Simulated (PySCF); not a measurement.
Work out the structure from these simulated measurements.

Formula: C3H7ClO2S.

| Item | Value |
| --- | --- |
| 13C NMR | chemical shifts (computed TMS as zero) by class: 74.3 (1 C), 21.7 (1 C), 13.1 (1 C) ppm [GIAO CAM-B3LYP/pcSseg-2] |
| UV, first state | lowest singlet excitation: 5.30 eV (234 nm, f = 0.003) [TDDFT B3LYP/def2-SVPD] |
| Rotational structure | rotational constants A, B, C: 2.503, 1.394, 1.183 GHz [PBE0-D3(BJ)/def2-SVP] |
| Polarisability | 80.5 au [B3LYP/def2-SVPD] |
| Valence photoelectron | vertical ionisation energy: 11.03 eV [ΔSCF B3LYP/def2-SVPD] |
| Triplet | lowest triplet excitation (Tamm–Dancoff): 4.68 eV [TDA B3LYP/def2-SVPD] |
| NMR, other nuclei | isotropic shieldings of nuclei other than C and H, by class: 5 (2 O), 80 (1 S), 301 (1 Cl) ppm [GIAO CAM-B3LYP/pcSseg-2] |
| Dipole | 4.31 D [B3LYP/def2-SVPD] |

Gas-phase values; electronic properties from PySCF, density fitting. Levels stand in brackets. One conformer (not necessarily the lowest) at the PBE0-D3(BJ)/def2-SVP geometry, without solvent, vibrations or thermal averaging. NMR values are class means; diastereotopic atoms form classes of their own.

Task: Give a SMILES that accounts for the data.

Result: Numbering: `[CH3:1][CH2:2][CH2:3][S:4](=[O:5])(=[O:6])[Cl:7]`. 3 carbons fall into 3 classes; from least to most shielded: sp3 carbon bound to sulfur [C3] (74.3 ppm), chain CH2 carbon [C2] (21.7 ppm), methyl carbon [C1] (13.1 ppm). The other shieldings belong to: 5 ppm, sulfonyl oxygen [O5/O6]; 80 ppm, sulfonyl sulfur [S4]; 301 ppm, chlorine bonded to S [Cl7]. S1 is mainly HOMO→LUMO (weight 0.96); the largest Löwdin shares of the orbital it empties are 0.51 on the chlorine bonded to S, 0.23 on a sulfonyl oxygen and 0.20 on a sulfonyl oxygen, of the orbital it fills 0.41 on the chlorine bonded to S, 0.28 on the sulfonyl sulfur and 0.11 on each of 2 atoms of one kind (sulfonyl oxygen). The optimised geometry has point group C1 and is an asymmetric top. Structure: `C(CS(=O)(=O)Cl)C`. Computed isomers that give other values at the same levels: `CC(C)S(=O)(=O)Cl` (rotational constant A: 2.095 GHz; this holds for the one conformer computed). The assignments are read from this structure; whether some other isomer fits the data as well wasn't checked.

Shape of the structure used: `[CH3:1][CH2:2][CH2:3][S:4](=[O:5])(=[O:6])[Cl:7]`: C1–C2–C3–S4 73°, C2–C3–S4–O5 176°.
